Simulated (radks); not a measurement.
Results of a calculation; reference values are marked as such.
Question: Species: Li. Configuration: [He] 2s1 (the NIST ground configuration). Code: a radial shooting solver on a logarithmic mesh with Libxc functionals. Model: non-relativistic Kohn-Sham, PBE, spin-polarised, spherical densities, point nucleus; open shells are filled with parallel spins first. Some entries of the table are withheld. Estimate them.

| orbital | occ. | eigenvalue (hartree) | <r> (bohr) | <1/r> (bohr^-1) |
|---|---|---|---|---|
| 1s up | 1 | (1) | (2) | 2.673 |
| 1s down | 1 | (3) | (4) | 2.673 |
| 2s up | 1 | -0.11862 | 3.790 | 0.3625 |

Answer: 
(1) 1s up eigenvalue (hartree): -1.90129
(2) 1s up <r> (bohr): 0.5819
(3) 1s down eigenvalue (hartree): -1.89298
(4) 1s down <r> (bohr): 0.5816
